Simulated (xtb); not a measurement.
Cl₂FHOSi, SMILES Cl[Si](O)(Cl)F. All values are semi-empirical tight-binding results from xtb (GFN2-xTB unless named), good for trends rather than for accurate numbers. The structure is a stationary point at GFN2-xTB. Other conformers were not sampled.

```
Item                                                  Result
---------------------------------------------  -------------
orbital gap                                          7.71 eV
dipole moment                                         2.20 D
zero-point energy                              12.1 kcal/mol
G − E(el) at 298.15 K (modified RRHO)          -7.9 kcal/mol
static polarisability (D4 model)                  69.5 bohr³
solvation energy, GFN2-xTB/ALPB(water)         -5.5 kcal/mol
solvation energy, GFN2-xTB/ALPB(acetonitrile)  -5.7 kcal/mol
```
